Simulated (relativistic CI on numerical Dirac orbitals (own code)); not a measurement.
Input to a radial Dirac CI calculation:

```
atom Eu  Z=63  charge=61  electrons=2
nucleus A=153  rms_radius_fm=5.1115
hamiltonian dirac-coulomb  breit=on  qed=on  c_scale=1
orbitals kli  potential=per-configuration
slater_scale 1
correlation none
mixing on
configurations
  1s2
  1s 2p
  1p 2p
  1s 1p
end
```

(1) How did the run end?

Results:

(1) The self-consistent field of one configuration failed: SCF of 1p 2p ended with code -1.
